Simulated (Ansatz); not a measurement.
Steps of a relaxation of C$_{4}$H$_{3}$Se (`[c]1ccc[se]1`) radical with UKS PBE0-D4/def2-TZVP.

```sh
$ ansatz run in.yaml --threads 4 --pin off --events-out ev --progress --plain --max-ram 10444MiB
```

```yaml
crystal:
  periodic: [false, false, false]
  atoms:
    - {symbol: C, position_ang: [-0.823832, 1.437776, 0.171296]}
    - {symbol: C, position_ang: [0.372678, 0.950922, 0.607293]}
    - {symbol: C, position_ang: [0.601662, -0.398218, 0.142197]}
    - {symbol: C, position_ang: [-0.398043, -0.937764, -0.635514]}
    - {symbol: Se, position_ang: [-1.823885, 0.275375, -0.878455]}
    - {symbol: H, position_ang: [1.083575, 1.507010, 1.235856]}
    - {symbol: H, position_ang: [1.516169, -0.957482, 0.393736]}
    - {symbol: H, position_ang: [-0.436023, -1.934820, -1.092107]}
basis:
  gaussian: {orbitals: def2-TZVP}
magnetization: {spin_polarized: true, initial_magnetization: 1}
hamiltonian: {xc: pbe0, dispersion: d4}
relax: {f_tol: 0.005, max_steps: 150}
```

Positions (Å) and forces (eV/Å) along the path, 5 of 5 steps:

```xyz
8
step=1 energy=-69532.1858 eV
C    -0.824    1.438    0.171    0.668   -0.632    0.086
C     0.373    0.951    0.607   -0.423    0.138   -0.167
C     0.602   -0.398    0.142   -0.393   -0.229   -0.314
C    -0.398   -0.938   -0.636    0.392    0.187    0.294
Se   -1.824    0.275   -0.878    0.619   -0.028    0.323
H     1.084    1.507    1.236   -0.408   -0.294   -0.350
H     1.516   -0.957    0.394   -0.493    0.299   -0.137
H    -0.436   -1.935   -1.092    0.038    0.558    0.265
8
step=2 energy=-69532.2330 eV
C    -0.814    1.428    0.172    0.167   -0.227   -0.008
C     0.369    0.943    0.602   -0.108    0.066   -0.033
C     0.596   -0.397    0.139   -0.081   -0.077   -0.075
C    -0.393   -0.931   -0.630    0.055    0.085    0.066
Se   -1.807    0.273   -0.871    0.176    0.003    0.097
H     1.071    1.493    1.223   -0.098   -0.076   -0.086
H     1.499   -0.950    0.387   -0.125    0.084   -0.031
H    -0.429   -1.916   -1.079    0.014    0.141    0.069
8
step=3 energy=-69532.2365 eV
C    -0.811    1.421    0.171   -0.023   -0.002   -0.015
C     0.368    0.941    0.600    0.002    0.016    0.016
C     0.594   -0.397    0.139    0.010   -0.014   -0.009
C    -0.391   -0.927   -0.627   -0.027    0.001   -0.011
Se   -1.803    0.272   -0.868    0.022    0.010    0.014
H     1.067    1.489    1.219    0.004    0.001    0.002
H     1.494   -0.948    0.386    0.005   -0.001    0.002
H    -0.427   -1.908   -1.076    0.007   -0.010    0.000
8
step=4 energy=-69532.2365 eV
C    -0.811    1.422    0.171   -0.005   -0.007   -0.002
C     0.368    0.941    0.601    0.009    0.009   -0.005
C     0.594   -0.397    0.138   -0.001   -0.008    0.010
C    -0.392   -0.927   -0.627   -0.008    0.007   -0.008
Se   -1.802    0.272   -0.869   -0.002    0.001    0.002
H     1.067    1.489    1.219    0.002   -0.002    0.002
H     1.494   -0.948    0.385    0.002    0.001    0.001
H    -0.427   -1.909   -1.075    0.005   -0.001    0.000
8
step=5 energy=-69532.2365 eV
C    -0.811    1.422    0.171    0.001   -0.001    0.000
C     0.368    0.941    0.601   -0.002    0.002    0.000
C     0.594   -0.397    0.138    0.001   -0.002   -0.001
C    -0.392   -0.927   -0.628   -0.002    0.002    0.000
Se   -1.802    0.272   -0.868    0.000    0.000   -0.001
H     1.068    1.489    1.219    0.001   -0.001    0.000
H     1.494   -0.948    0.386    0.001    0.000    0.001
H    -0.426   -1.909   -1.075    0.001    0.000    0.000
```

Hardware: 4 threads of an Arm Neoverse V2 on a shared host. Wall time 28 s, peak host memory 0.61 GiB.
